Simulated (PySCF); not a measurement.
Mg(I)(OSiH3) (H3IMgOSi), SMILES [SiH3][O][Mg][I].

Geometry: B3LYP-D3(BJ)/def2-SVP. The structure was generated by enumeration; whether it is a known compound was not checked. The def2 effective core potentials stand for the cores of I; spin–orbit coupling is left out. The values are those of a single conformer.

These are PBE/def2-TZVP (PySCF) values and carry that method's errors.

Gas-phase values at a fixed geometry.

Task: Estimate the frontier levels, gap, dipole moment and polarisability. (An estimate is asked for; the answer gives what the named calculation found.)

Result: 
```json
{
  "highest_occupied_level": "-6.67 eV",
  "lowest_empty_level": "-2.54 eV",
  "orbital_gap": "4.12 eV",
  "dipole_moment": "0.37 D",
  "quadrupole, principal values (traceless, Buckingham form, about the centre of nuclear charge)": "-14.06, 7.03, 7.03 D·Å",
  "mean_static_polarisability": "88.6 bohr³ (13.12 Å³)",
  "polarisability_principal_values": "74.6, 74.6, 116.6 bohr³"
}
```
